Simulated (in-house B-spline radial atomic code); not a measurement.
Configurations of the selenium ion Se⁺, with energies counted from [Ar] 3d10 4s2 4p3. Computed with a B-spline radial code for spherical atoms: non-relativistic wB97X, spin-polarised, spherical fractional occupations, point nucleus. Caution: exact exchange at fractional occupations of open shells leaves self-interaction of up to several eV. Shells without spins written out take the highest spin.

Occupations are held fixed; configurations that lie above the ionisation limit could autoionise.

```json
{"configuration": "[Ar] 3d10 4s2 4p(2 up, 0 down) 5s(0 up, 1 down)", "E - E(ref) (eV)": "14.796", "highest orbital": "5s down", "its <r> (bohr)": "4.681"}
{"configuration": "[Ar] 3d10 4s1 4p3 5s1", "E - E(ref) (eV)": "20.549", "highest orbital": "5s up", "its <r> (bohr)": "4.565"}
{"configuration": "[Ar] 3d10 4s2 4p(0 up, 2 down) 4f(0 up, 1 down)", "E - E(ref) (eV)": "21.308", "highest orbital": "4f down", "its <r> (bohr)": "10.71"}
{"configuration": "[Ar] 3d9 4s2 4p3 5p1", "E - E(ref) (eV)": "75.79", "highest orbital": "5p up", "its <r> (bohr)": "5.979"}
{"configuration": "[Ne] 3s2 3p5 3d10 4s2 4p3 5p1", "E - E(ref) (eV)": "174.08", "highest orbital": "5p up", "its <r> (bohr)": "5.976"}
```

**Question.** Order these further configurations by energy, lowest first.
A. [Ar] 3d10 4s2 4p(1 up, 1 down) 5d(1 up, 0 down)
B. [Ne] 3s2 3p5 3d10 4s2 4p3 5s1
C. [Ar] 3d10 4s1 4p3 5d1
D. [Ar] 3d9 4s2 4p3 5d1
E. [Ar] 3d9 4s2 4p3 4d1

**Answer.** A (23.97 eV), C (26.455 eV), E (75.258 eV), D (78.269 eV), B (170.58 eV).

**Question.** How far above the reference does [Ne] 3s2 3p(3 up, 2 down) 3d10 4s2 4p(1 up, 3 down) lie?

**Answer.** 161.46 eV; its least bound orbital is 4p up with <r> = 2.078 bohr.
